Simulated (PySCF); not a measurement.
Calculation: PBE-D3(BJ)/def2-TZVP // PBE-D3(BJ)/def2-SVP in PySCF 2.14.0. Isolated molecules, 0 K electronic values unless said otherwise. 

Reference species: [Nb(Cl)5] (neutral, multiplicity 1).

```yaml
HOMO–LUMO gap: 2.83 eV
coordination_number: 5
```

Changed species: [Nb(Cl)3(F)2] (2 of 5 Cl replaced by F; the reference has 0 of 5 Cl replaced by F).

Problem. What does the change do to the HOMO–LUMO gap and coordination number?

Solution. the HOMO–LUMO gap rises by 1.27 eV, to 4.10 eV; the coordination number stays essentially unchanged.
